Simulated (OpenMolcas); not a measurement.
Gd2+ among 6 point charges of -1.5 e arranged as a trigonal antiprism (D3d), 2.26 Å from the ion, with a polar angle of 56.9° against the regular 54.74°.

- Program: OpenMolcas
- Method: CASSCF
- Basis: ANO-RCC-VDZP [7s6p4d2f1g]
- Scalar Hamiltonian: DKH2, point nucleus
- Active space: 8 electrons in 7 orbitals (4f)
- State averaging: 2S+1 = 7 even, 7 roots; 2S+1 = 5 even, 77 roots kept (CI in the orbitals of an earlier block); 2S+1 = 3 even, 26 roots kept (CI in the orbitals of an earlier block)
- Spin-orbit coupling: RASSI with atomic mean-field integrals over the reference wave functions

Task: What is the spin-free ground state (labels of D3, the rotations of D3d)?

Result: 7A2, 1-fold in its orbital part, 100 % from free-ion F terms; it has the highest spin that f8 allows.

Task: Where is the first state of the same spin?

Result: 7E at 489 cm-1 above the ground state.

Task: What are the lowest two levels with spin-orbit coupling?

Result: A 1-fold level A1, then a 2-fold level E 34.6 cm-1 above it. Their leading multiplicities are 7 (98 %) and 7 (98 %).

Task: What is χT at 300 K, and how does it compare with the textbook value?

Result: Hund's rules give f8 the level 7F6 with g = 1.500, so an isolated free-ion multiplet has χT = g² J(J+1) / 8 = 11.812 cm3 K/mol. The computed 11.393 at 300 K differs by -4 %, through the field's splitting, the mixing of terms and any other multiplet in reach.

High states are left out of the spin-orbit mixing, which shifts the levels that they would mix with. The free ion's ground configuration, as NIST lists it, lies outside this active space, so the lowest level here need not be the ground level. This is an electrostatic model: the charges have no orbitals. The first state left out of the spin-orbit step lies near 46000 cm-1 above the lowest spin-free state of the reference (among the parities and spins computed), and the lists stop at four fifths of that energy or lower. No measured value stands beside these numbers.
